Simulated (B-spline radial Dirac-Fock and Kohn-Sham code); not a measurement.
Er²⁺: L2-M23M23 lines in intermediate coupling

System: the Er²⁺ ion in the configuration [Xe] 4f12.

The run's input, task.json:

```json
{"items": [{
  "Z": 68,
  "q": 2,
  "cfg": [[1, 0, 2], [2, 0, 2], [2, 1, 6], [3, 0, 2], [3, 1, 6], [3, 2, 10], [4, 0, 2], [4, 1, 6], [4, 2, 10], [4, 3, 12], [5, 0, 2], [5, 1, 6]],
  "A": 166,
  "rrms": 5.2516,
  "do": ["binding", "quiet", "double"]
}]}
```

Command: `python xray_run.py task.json out`

Level of theory: multi-electron Dirac-Fock with separately optimised hole states, Breit and Lamb-shift corrections added in first order; a B-spline atomic structure program. The two-hole levels come from diagonalising the Coulomb interaction among the jj configurations; intensities are independent-particle Coulomb rates. Kinetic energies are from the vacuum level. Electron correlation is not included. Open outer shells are spectators and are not coupled to the holes.

```
kinetic energy (eV)  J  leading jj holes (weight)  leading LS term (weight)  intensity (%)
             5173.2  0                M2M2 (1.00)                ³P0 (0.63)           24.8
             5371.5  2                M2M3 (1.00)                ¹D2 (0.70)           50.9
             5380.4  1                M2M3 (1.00)                ³P1 (1.00)           23.3
             5554.6  0                M3M3 (1.00)                ¹S0 (0.63)            0.6
             5571.4  2                M3M3 (1.00)                ³P2 (0.70)            0.5
```

The strongest line, by its leading LS label ¹D2, lies at 5371.5 eV. The mean weight of the leading component is 1.00 in jj and 0.73 in LS coupling, so jj labels describe these levels better.

Values without a named source are computed, but for edge energies of neutral atoms, which are taken from tables.
